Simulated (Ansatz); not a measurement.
Ansatz (a program for electronic structure) input (B3LYP-D3(BJ)/def2-TZVP):

Ansatz 0.2 input:
```yaml
crystal:
  periodic: [false, false, false]
  atoms:
    - {symbol: Mo, position_ang: [-0.00000000, -0.00000000, -0.66215905]}
    - {symbol: Cl, position_ang: [0.00000000, 0.00000000, 1.63592236]}
basis:
  gaussian:
    orbitals: def2-TZVP
hamiltonian:
  xc: b3lyp
  dispersion: d3bj
magnetization: {spin_polarized: true, initial_magnetization: 5}
phonons: {temperatures: {t_min: 298.15, t_max: 298.15, t_step: 100}}
```

Output:

```
Functional definition: B3LYP
integrals: 0.02 GiB planned
634 factors; their error is unknown
mean field: 0.25 GiB planned
mean field evaluation 1: about -14376.6360 eV, gradient 2.2e1 eV
mean field evaluation 2: about -14374.1137 eV, gradient 3.3e1 eV
mean field evaluation 4: about -14379.1590 eV, gradient 3.0e0 eV
mean field evaluation 8: about -14379.2993 eV, gradient 1.6e-1 eV
mean field evaluation 16: about -14379.2994 eV, gradient 3.0e-5 eV
mean field -14379.29936812 eV, -528.4295051393 hartree, gradient 3.0e-5 eV, S^2 8.759874; 1 other end points of the search recorded, 0 dependent functions left out
the calculation of the forces begins
reference -14379.29956530 eV, -528.4295123854 hartree; 18, 13 occupied and 59, 64 virtual orbitals, 634 factors
these checks for a lower state are left out or cut short: stability, starts, cluster_reference, orbital_swaps, neighbouring_geometries, increment
integrals: 0.02 GiB planned
634 factors; their error is unknown
mean field: 0.25 GiB planned
mean field -14379.29936812 eV, -528.4295051392 hartree, gradient 2.5e-6 eV, S^2 8.759874; 0 other end points of the search recorded, 0 dependent functions left out
the calculation of the forces begins
reference -14379.29956530 eV, -528.4295123853 hartree; 18, 13 occupied and 59, 64 virtual orbitals, 634 factors
these checks for a lower state are left out or cut short: stability, starts, cluster_reference, orbital_swaps, neighbouring_geometries, increment
integrals: 0.02 GiB planned
634 factors; their error is unknown
mean field: 0.25 GiB planned
mean field evaluation 32: about -14379.2993 eV, gradient 1.7e-1 eV
mean field -14379.29936812 eV, -528.4295051392 hartree, gradient 2.5e-6 eV, S^2 8.759874; 0 other end points of the search recorded, 0 dependent functions left out
the calculation of the forces begins
reference -14379.29956530 eV, -528.4295123853 hartree; 18, 13 occupied and 59, 64 virtual orbitals, 634 factors
these checks for a lower state are left out or cut short: stability, starts, cluster_reference, orbital_swaps, neighbouring_geometries, increment
integrals: 0.02 GiB planned
634 factors; their error is unknown
mean field: 0.25 GiB planned
mean field -14379.29936812 eV, -528.4295051392 hartree, gradient 2.5e-6 eV, S^2 8.759874; 0 other end points of the search recorded, 0 dependent functions left out
the calculation of the forces begins
reference -14379.29956530 eV, -528.4295123853 hartree; 18, 13 occupied and 59, 64 virtual orbitals, 634 factors
these checks for a lower state are left out or cut short: stability, starts, cluster_reference, orbital_swaps, neighbouring_geometries, increment
integrals: 0.02 GiB planned
634 factors; their error is unknown
mean field: 0.25 GiB planned
mean field -14379.29936812 eV, -528.4295051392 hartree, gradient 2.5e-6 eV, S^2 8.759874; 0 other end points of the search recorded, 0 dependent functions left out
the calculation of the forces begins
reference -14379.29956530 eV, -528.4295123853 hartree; 18, 13 occupied and 59, 64 virtual orbitals, 634 factors
these checks for a lower state are left out or cut short: stability, starts, cluster_reference, orbital_swaps, neighbouring_geometries, increment
integrals: 0.02 GiB planned
634 factors; their error is unknown
mean field: 0.25 GiB planned
mean field -14379.29933010 eV, -528.4295037420 hartree, gradient 2.5e-6 eV, S^2 8.759836; 0 other end points of the search recorded, 0 dependent functions left out
the calculation of the forces begins
reference -14379.29952724 eV, -528.4295109867 hartree; 18, 13 occupied and 59, 64 virtual orbitals, 634 factors
these checks for a lower state are left out or cut short: stability, starts, cluster_reference, orbital_swaps, neighbouring_geometries, increment
integrals: 0.02 GiB planned
634 factors; their error is unknown
mean field: 0.25 GiB planned
mean field evaluation 64: about -14379.2993 eV, gradient 1.7e-1 eV
mean field -14379.29932405 eV, -528.4295035197 hartree, gradient 2.5e-6 eV, S^2 8.759913; 0 other end points of the search recorded, 0 dependent functions left out
the calculation of the forces begins
reference -14379.29952126 eV, -528.4295107672 hartree; 18, 13 occupied and 59, 64 virtual orbitals, 634 factors
these checks for a lower state are left out or cut short: stability, starts, cluster_reference, orbital_swaps, neighbouring_geometries, increment
integrals: 0.02 GiB planned
634 factors; their error is unknown
mean field: 0.25 GiB planned
mean field -14379.29936812 eV, -528.4295051392 hartree, gradient 2.5e-6 eV, S^2 8.759874; 0 other end points of the search recorded, 0 dependent functions left out
the calculation of the forces begins
reference -14379.29956530 eV, -528.4295123853 hartree; 18, 13 occupied and 59, 64 virtual orbitals, 634 factors
these checks for a lower state are left out or cut short: stability, starts, cluster_reference, orbital_swaps, neighbouring_geometries, increment
integrals: 0.02 GiB planned
634 factors; their error is unknown
mean field: 0.25 GiB planned
mean field -14379.29936812 eV, -528.4295051392 hartree, gradient 2.5e-6 eV, S^2 8.759874; 0 other end points of the search recorded, 0 dependent functions left out
the calculation of the forces begins
reference -14379.29956530 eV, -528.4295123853 hartree; 18, 13 occupied and 59, 64 virtual orbitals, 634 factors
these checks for a lower state are left out or cut short: stability, starts, cluster_reference, orbital_swaps, neighbouring_geometries, increment
integrals: 0.02 GiB planned
634 factors; their error is unknown
mean field: 0.25 GiB planned
mean field -14379.29936812 eV, -528.4295051392 hartree, gradient 2.5e-6 eV, S^2 8.759874; 0 other end points of the search recorded, 0 dependent functions left out
the calculation of the forces begins
reference -14379.29956530 eV, -528.4295123853 hartree; 18, 13 occupied and 59, 64 virtual orbitals, 634 factors
these checks for a lower state are left out or cut short: stability, starts, cluster_reference, orbital_swaps, neighbouring_geometries, increment
integrals: 0.02 GiB planned
634 factors; their error is unknown
mean field: 0.25 GiB planned
mean field evaluation 96: about -14379.2993 eV, gradient 1.7e-1 eV
mean field -14379.29936812 eV, -528.4295051392 hartree, gradient 2.5e-6 eV, S^2 8.759874; 0 other end points of the search recorded, 0 dependent functions left out
the calculation of the forces begins
reference -14379.29956530 eV, -528.4295123853 hartree; 18, 13 occupied and 59, 64 virtual orbitals, 634 factors
these checks for a lower state are left out or cut short: stability, starts, cluster_reference, orbital_swaps, neighbouring_geometries, increment
integrals: 0.02 GiB planned
634 factors; their error is unknown
mean field: 0.25 GiB planned
mean field -14379.29932405 eV, -528.4295035197 hartree, gradient 2.5e-6 eV, S^2 8.759913; 0 other end points of the search recorded, 0 dependent functions left out
the calculation of the forces begins
reference -14379.29952126 eV, -528.4295107672 hartree; 18, 13 occupied and 59, 64 virtual orbitals, 634 factors
these checks for a lower state are left out or cut short: stability, starts, cluster_reference, orbital_swaps, neighbouring_geometries, increment
integrals: 0.02 GiB planned
634 factors; their error is unknown
mean field: 0.25 GiB planned
mean field -14379.29933010 eV, -528.4295037420 hartree, gradient 2.5e-6 eV, S^2 8.759836; 0 other end points of the search recorded, 0 dependent functions left out
the calculation of the forces begins
reference -14379.29952724 eV, -528.4295109867 hartree; 18, 13 occupied and 59, 64 virtual orbitals, 634 factors
Total energy: -14379.39170616 eV, -528.4328984997 hartree
Atom 0 at    -0.000000    -0.000000    -0.662159 Å, force     0.000000     0.000000    -0.000068 eV/Å
Atom 1 at     0.000000     0.000000     1.635922 Å, force    -0.000000    -0.000000     0.000068 eV/Å
Dipole moment:    -0.000000    -0.000000    -0.900477 e Å
Vibrations: 371.61 cm⁻¹, zero-point energy 0.023037 eV
```

The spin state was set by rule; other spins were not relaxed.
